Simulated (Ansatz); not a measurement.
Pt2H3⁻, relaxed as a singlet with RKS r2SCAN-D4/def2-TZVPD in Ansatz, starting from the GFN2-xTB geometry. Force threshold 0.02 eV/Å.

In the def2 sets Pt takes a core potential; there is no spin–orbit coupling. The structure comes from a short search, and lower isomers may exist.

Start:

Cartesian coordinates in Å:
```
Pt -2.082 0.660 -0.233
Pt 0.366 0.043 0.093
H -1.181 -0.584 -0.450
H 1.470 0.945 0.624
H 1.427 -1.063 -0.035
```

```tsv
step	energy (eV)	largest force component (eV/Å)	SCF passes
1	-6548.3952	1.368	18
2	-6548.7718	0.544	27
3	-6548.8837	0.789	27
4 (rejected)	-6548.8642	1.220	27
5	-6548.9133	0.105	23
6	-6548.9172	0.057	22
7	-6548.9209	0.053	22
8	-6548.9262	0.097	22
9	-6548.9352	0.587	27
10	-6548.9538	0.352	28
11	-6548.9746	0.668	29
12	-6549.0158	1.155	27
13	-6549.0924	0.835	27
14	-6549.1718	0.489	28
15	-6549.1823	0.442	28
16	-6549.2049	0.264	30
17	-6549.2093	0.065	22
18	-6549.2096	0.006	24
```

Force components are those of the run's own axes.

End:

```xyz
5

Pt   -1.871    0.127    0.042
Pt    0.630    0.020    0.177
H    -2.388   -0.334   -1.318
H     1.859    0.958    0.237
H     1.770   -0.771    0.862
```

Bonds lost: Pt2–H3 (atoms count from 1). The end is the same structure that another start reached, the lowest one found.

No frequencies were taken in this run, so the end may be a saddle point.

Run time 26 s (4 threads of Arm Neoverse V1 on a shared host).
